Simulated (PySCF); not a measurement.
Correlation energy of Zn²¹⁺ (zinc, charge +21)

Starting occupation: [He] 2s2 2p5, 2p1/2 with m_j = -1/2, +1/2, 2p3/2 with m_j = -1/2, +1/2, +3/2. Calculation: PySCF 2.14, in an uncontracted even-tempered set (18 s from 5.6 bohr⁻², ratio 2.4; 12 p from 7.3 bohr⁻², ratio 2.4; 5 d from 31 bohr⁻², ratio 2.6; 5 f from 46 bohr⁻², ratio 2.6); X2C-1e with screened-nucleus spin-orbit coupling, Gaussian nucleus. Frozen: nothing; 9 electrons correlated; the 36 highest virtual spinors left out.

MP2 pair energies summed by pair of shells (mhartree):

```json
{"pair": "2p1/2-2p3/2", "energy": "-75.78", "share (%)": "23.5"}
{"pair": "2p3/2-2s1/2", "energy": "-51.35", "share (%)": "16.0"}
{"pair": "2p3/2-2p3/2", "energy": "-47.21", "share (%)": "14.7"}
{"pair": "1s1/2-1s1/2", "energy": "-39.71", "share (%)": "12.3"}
{"pair": "2p1/2-2s1/2", "energy": "-30.11", "share (%)": "9.4"}
{"pair": "1s1/2-2p3/2", "energy": "-21.23", "share (%)": "6.6"}
{"pair": "2p1/2-2p1/2", "energy": "-20.77", "share (%)": "6.5"}
{"pair": "1s1/2-2p1/2", "energy": "-14.53", "share (%)": "4.5"}
{"pair": "2s1/2-2s1/2", "energy": "-11.95", "share (%)": "3.7"}
{"pair": "1s1/2-2s1/2", "energy": "-9.24", "share (%)": "2.9"}
```

Total MP2 correlation energy: -321.88 mhartree.
